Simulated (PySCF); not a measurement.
**C6H10N: g tensor and hyperfine couplings**

Species: C6H10N (doublet state).
Z-matrix (Å and degrees, GFN2-xTB geometry), rows numbered from 1:
```
C 
C   1  1.3424
N   2  1.3613  1  123.96
C   3  1.3645  2  126.05  1   176.18
C   4  1.4983  3  127.94  2    26.88
C   5  1.5420  4   87.72  3   148.34
C   4  1.4978  3  127.27  2   161.57
H   1  1.0721  2  121.01  3   179.45
H   1  1.0763  2  121.67  3    -0.36
H   2  1.0799  1  121.50  3  -179.69
H   3  1.0122  2  116.74  1     2.22
H   5  1.0952  4  114.98  3    32.32
H   5  1.0925  4  115.85  3   -94.84
H   6  1.0873  5  114.09  4  -119.65
H   6  1.0874  5  114.10  4   113.97
H   7  1.0932  4  115.60  3    94.76
H   7  1.0953  4  115.51  3   -32.43
```

The hyperfine couplings belong to this conformer and change with its torsions.

As a line formula: `C1C[C](NC=C)C1` [radical].

Computed with PySCF, UKS B3LYP, pcH-1 on C H N, non-relativistic, mean-field spin-orbit, GIAO. One conformer (not necessarily the lowest) at the GFN2-xTB geometry, without solvent, vibrations or thermal averaging. A GFN2-xTB geometry isn't a minimum of the functional, and hyperfine couplings can be far from their values at a DFT geometry. No stability test was run, so a lower SCF solution isn't excluded.

- g1, g2, g3: 2.00214, 2.00271, 2.00320
- g_iso: 2.00268
- Form of g: rhombic: the two nearest values differ by 47 % of g3 − g1
- ⟨S²⟩: 0.7597 (exact 0.7500)
- HOMO–LUMO gap, α and β orbitals: 4.54, 5.25 eV
- Total energy: -289.33439 Eh

Hyperfine couplings atom by atom, in MHz; T1 to T3 are the principal values of the dipolar part:

| atom | isotope | a_iso | T1 | T2 | T3 | Mulliken spin population |
| --- | --- | --- | --- | --- | --- | --- |
| C1 | 13C | 17.7 | -17.5 | -16.7 | 34.2 | 0.23 |
| C2 | 13C | -13.5 | -9.7 | 2.9 | 6.8 | -0.08 |
| N3 | 14N | 2.6 | -7.2 | -6.3 | 13.5 | 0.08 |
| C4 | 13C | 135.5 | -65.5 | -63.5 | 129.0 | 0.73 |
| C5 | 13C | -13.4 | -2.8 | -0.8 | 3.6 | -0.06 |
| C6 | 13C | 7.0 | -1.6 | -1.5 | 3.1 | 0.01 |
| C7 | 13C | -14.9 | -2.7 | -0.7 | 3.4 | -0.06 |
| H8 | 1H | -14.7 | -8.8 | -0.1 | 8.9 | -0.01 |
| H9 | 1H | -13.6 | -6.7 | -0.7 | 7.4 | -0.01 |
| H10 | 1H | 3.2 | -3.9 | -2.5 | 6.4 | 0.00 |
| H11 | 1H | -9.8 | -7.2 | -5.2 | 12.4 | 0.00 |
| H12 | 1H | 69.9 | -3.7 | -2.3 | 6.0 | 0.05 |
| H13 | 1H | 76.5 | -5.0 | -3.3 | 8.3 | 0.03 |
| H14 | 1H | -4.6 | -2.0 | -1.9 | 3.9 | 0.00 |
| H15 | 1H | 3.2 | -2.4 | -2.0 | 4.4 | 0.00 |
| H16 | 1H | 79.6 | -5.0 | -3.3 | 8.3 | 0.03 |
| H17 | 1H | 70.7 | -3.6 | -2.4 | 6.0 | 0.05 |

The largest Mulliken spin populations are on C4 (+0.73), C1 (+0.23), N3 (+0.08) and C2 (-0.08). The positive populations add up to 1.22 and the negative ones to -0.22, together 2S = 1. The angles at C4 add up to 349.2°, so it is slightly pyramidal.

Axes: g2 points within 10° of the C1–C2 bond.

Under fast tumbling the dipolar parts average out, and these isotropic splittings remain: 4 × 1H (H12/H13/H16/H17, I = 1/2, 5 lines) with 2.65 mT, 1 × 1H (H8, I = 1/2, 2 lines) with 0.52 mT, 1 × 1H (H9, I = 1/2, 2 lines) with 0.48 mT, 1 × 1H (H11, I = 1/2, 2 lines) with 0.35 mT, 1 × 1H (H10, I = 1/2, 2 lines) with 0.12 mT and 1 × 14N (N3, I = 1, 3 lines) with 0.09 mT.

Class means assume fast exchange of nuclei equivalent by connectivity; if that motion is slow, each nucleus keeps its own coupling. The 1H value of +74.2 MHz is a mean of couplings from 69.9 to 79.6 MHz in this one geometry, not an average over conformers.

The 13C coupling of C4 (135.5 MHz) shows only in satellite lines or after enrichment, since that isotope makes up about 1.07 % of natural carbon.

Hardware: one thread of an Arm Neoverse V2, on a shared host. Cost: 53 s of wall time (grids of density and orbitals included), 0.96 GiB resident at most.
